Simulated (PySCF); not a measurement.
Molecule: `P[SiH]1CC1`, C2H7PSi.

Numbering as in the mapped SMILES `[PH2:1][SiH:2]1[CH2:3][CH2:4]1`; H(Xn) means a hydrogen on atom n. Ha(C3), Ha(C4) are cis to P1 on the ring; Hb(C3), Hb(C4) are trans to P1 on the ring.

Geometry PBE0-D3(BJ)/def2-SVP throughout; GIAO in PySCF, gas phase, one conformer, non-relativistic; equivalent atoms averaged; basis pcSseg-2.

For orientation, CAM-B3LYP gives these shifts δ (against H3PO4, TMS at the same level): P1 -279.7, Si2 -132.1, C3/C4 -6.7, H(Si2) 3.20, H(P1) 2.09, Hb(C3)/Hb(C4) 0.67, Ha(C3)/Ha(C4) 0.45 ppm.

A run gave: P1 -279.2, Si2 -127.7, C3/C4 -2.2, H(Si2) 3.24, H(P1) 2.29, Hb(C3)/Hb(C4) 0.84, Ha(C3)/Ha(C4) 0.64 ppm (shifts δ (against H3PO4, TMS at the same level)).

Task: Which functional was used in that run?
A. LC-wPBE
B. PBE0
C. OPBE
D. LDA

Result: C. C3/C4 tells them apart best: OPBE gives -2.2, LDA gives -3.9, LC-wPBE gives -6.7, PBE0 gives -4.9 ppm.
